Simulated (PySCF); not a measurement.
Basis-set dependence of ZnP at r²SCAN

PySCF, UKS reference; quartet, unpaired electrons σ ↑, π ↑↑; De to Zn + P without counterpoise correction.

```tsv
basis	relativity	functions	Re (Å)	ωe (cm⁻¹)	De (eV)	μ (D)
def2-SVP	no relativity	49	2.415	237	0.63	-1.45
def2-SVPD	no relativity	58	2.385	263	0.90	-0.84
x2c-TZVPPall	spin-free X2C	106	2.386	243	0.55	-0.81
```

How does each smaller set differ from the one with most functions, x2c-TZVPPall?

def2-SVP: +2.9 pm, -2.5 % in ωe, +0.08 eV in De; def2-SVPD: -0.1 pm, +8.2 % in ωe, +0.35 eV in De. All at r²SCAN; the set with most functions is neither the basis-set limit nor always the best. The rows treat relativity differently, so the differences are not basis effects alone.

A positive dipole means Zn(−)P(+). The state was picked by a PBE0 search and need not be the measured ground state.
